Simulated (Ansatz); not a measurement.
The first iterations of a band of ClGaH$_{2}$O (5 atoms, charge 0, multiplicity 1).

Level of theory: Ansatz, RKS revPBE-D4/def2-SVP.

```yaml
movable_images: 9
climbing_image: yes
spring: 5.0 eV/Å²
optimiser: quadratic models (default)
start_path: through a guess of the saddle point
force_threshold: 0.5 eV/Å
iteration_limit: 60
end_points: relaxed
```

Image 0:

```xyz
5
Properties=species:S:1:pos:R:3
Ga 0.274 -0.119 0.362
H 0.044 -0.124 1.912
Cl 2.248 0.138 -0.490
O -0.984 -0.313 -0.917
H -1.875 -0.429 -0.534
```

Image 10:

```xyz
5
Properties=species:S:1:pos:R:3
Ga -1.212 -0.347 0.940
H 1.931 0.140 1.525
Cl 2.084 0.141 0.235
O -1.829 -0.431 -0.787
H -1.267 -0.350 -1.579
```

| iteration | highest image above the first end (eV) | largest band force component (eV/Å) |
| --- | --- | --- |
| 1 | 22.424 | 131.324 |
| 2 | 11.674 | 70.335 |
| 3 | 5.550 | 36.022 |

Task: Does the band converge within its limit, and where does its top end?

Result: It converged. It ended after 11 iterations with the highest image 1.903 eV above the first end. The threshold of 0.5 eV/Å is loose, so the images may lie well off the minimum-energy path. The profile has 2 maxima (images 3, 7) with wells between them (image 6): this band takes more than one step, which may be the mechanism or a detour left from its start path. The order of the stationary point at the top wasn't checked. The orbitals stay closed-shell, which can raise the energy where a bond breaks towards radicals; this wasn't checked here.

Time of the run: 2.8 min on 1 thread of Arm Neoverse V2 (shared host), peak memory 0.13 GiB.
